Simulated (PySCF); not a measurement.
**Excitation energy of Pb+ by level of theory**

Pb+ [Xe] 4f14 5d10 6s2 6p1 (2P) → Pb+ [Xe] 4f14 5d10 6s1 6p2 (4P), as a difference of total energies. Calculation: PySCF 2.14, in aug-cc-pwCVTZ-PP with ECP60MDF (8s7p6d4f1g, 96 functions); a scalar-relativistic core potential. Correlated levels: valence: 5s2 5p6 5d10 frozen; valence and next inner shell: nothing frozen outside the core potential. The calculations carry no spin-orbit coupling.

```
                                method  excitation energy (eV)
                                   UHF                   6.032
                                   LDA                   8.393
                                   PBE                   8.108
                                  PBE0                   7.719
                                r2SCAN                   7.662
                               wB97M-V                   7.617
                                 B97-3                   8.067
                               r2SCANh                   7.569
                     SCS-MP2 (valence)                   6.864
    MP2 (valence and next inner shell)                   7.911
SCS-MP2 (valence and next inner shell)                   7.952
```

**Question.** Estimate what MP2 (valence) gives.

**Answer.** 6.635 eV, closest to SCS-MP2 (valence) among the rows shown.

**Question.** Estimate what TPSSh gives.

**Answer.** 7.832 eV, closest to MP2 (valence and next inner shell) among the rows shown.

Spin-orbit coupling is strong in these open shells (close to jj coupling). The scalar numbers leave it out and a first-order estimate fails, so it can dominate the gap to the real levels.
